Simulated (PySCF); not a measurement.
C4H5ClF2O.
Structure used (PBE0-D3(BJ)/def2-SVP), in Å, numbered top down from 1:
```xyz
13
C4H5ClF2O angstrom
C     -2.3743   -0.3705   -0.9778
C     -1.4927   -0.2090    0.0040
Cl    -1.9779    0.2336    1.6174
O     -0.1744   -0.4566   -0.1552
C      0.7482    0.4873    0.2657
F      0.7402    1.5520   -0.5869
C      2.1192   -0.1428    0.2230
F      2.2174   -1.1013    1.1858
H     -3.4409   -0.2528   -0.7957
H     -2.0126   -0.6394   -1.9707
H      0.4947    0.8505    1.2761
H      2.8724    0.6426    0.3952
H      2.2763   -0.5902   -0.7722
```

Computed with PySCF at CAM-B3LYP/def2-SVPD, non-relativistic, on one gas-phase PBE0-D3(BJ)/def2-SVP geometry that isn't relaxed in the solvent. The solvent is an IEF-PCM continuum (cavity from Bondi-type radii × 1.2). Only the electrostatic response of the medium enters.

Gas phase at CAM-B3LYP/def2-SVPD: HOMO -8.88 eV, LUMO 0.79 eV, dipole 1.02 D.

Question: What does the continuum do to the energy, the frontier levels and the dipole at CAM-B3LYP/def2-SVPD in dichloromethane and acetonitrile?

Answer: 
```csv
solvent,ε,E(solvent) − E(gas) (kcal/mol),polarisation term (kcal/mol),distortion of the solute (kcal/mol),HOMO (eV),LUMO (eV),dipole (D)
dichloromethane,8.93,-4.30,-4.75,0.45,-8.81,0.88,1.29
acetonitrile,35.69,-4.96,-5.58,0.62,-8.81,0.88,1.34
```

The first energy column is the sum of the next two and covers electrostatics alone. From dichloromethane to acetonitrile the lowering changes by a factor 1.15, Onsager's factor (ε − 1)/(2ε + 1) by 1.14 and ε itself by 4.0.

Question: Which radius a makes the point-dipole formula ΔE = −[(ε − 1)/(2ε + 1)]·μ²/a³ give the value in acetonitrile, with the gas-phase dipole?

Answer: μ = 0.400 au and |ΔE| = 0.00791 Eh give a = 1.13 Å; the farthest nucleus lies 3.54 Å from the centroid of the nuclei, so such a sphere wouldn't even hold the nuclei. The formula assumes a rigid point dipole at the centre of a sphere.

Question: Give the dipole vector in the frame of the coordinates (D, pointing from negative to positive charge), gas and acetonitrile.

Answer: Gas (0.18, 0.54, -0.84), solvent (0.29, 0.76, -1.06). Its length changes by +31 % and its direction by 4°.

Question: How does the static polarisability (CAM-B3LYP/def2-SVPD, frozen core, with the continuum's full static response) change?

Answer: 
```json
{"medium": "gas", "isotropic (au)": "69.9", "principal values (au)": "54.6, 72.5, 82.8", "⟨r²⟩ of the electrons (bohr²)": "1273.2"}
{"medium": "dichloromethane", "isotropic (au)": "87.7", "principal values (au)": "69.2, 90.1, 103.9", "⟨r²⟩ of the electrons (bohr²)": "1272.5"}
{"medium": "acetonitrile", "isotropic (au)": "91.1", "principal values (au)": "72.4, 93.0, 107.9", "⟨r²⟩ of the electrons (bohr²)": "1272.4"}
```

The isotropic value in acetonitrile is 1.30 times the gas-phase one; no cavity-field correction is applied. ⟨r²⟩ is taken about the centre of nuclear charge.
